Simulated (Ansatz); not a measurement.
```yaml
atoms:
  - { symbol: C, position_ang: [0.0000, 0.4471, -0.3001] }
  - { symbol: H, position_ang: [0.0000, 1.3738, 0.1812] }
  - { symbol: O, position_ang: [0.0000, -0.5071, 0.2024] }
```

Basis set: 6-31G* (spherical functions). Frozen core: 2 orbitals. Charge 0, multiplicity 2.

Computed with Ansatz (development build ahead of 0.2.0); each method stands on the lowest determinant of its kind that the runs found.

The atomization energy at this shape (free ground-state atoms in the same class of orbitals less the molecule, no zero-point energy) of doublet CHO:

```tsv
method	atomization energy
UHF-MP2	1013.2 kJ/mol
```

Problem. What does UHF give?

Solution. 694.6 kJ/mol. Caution: the shape is not the minimum.
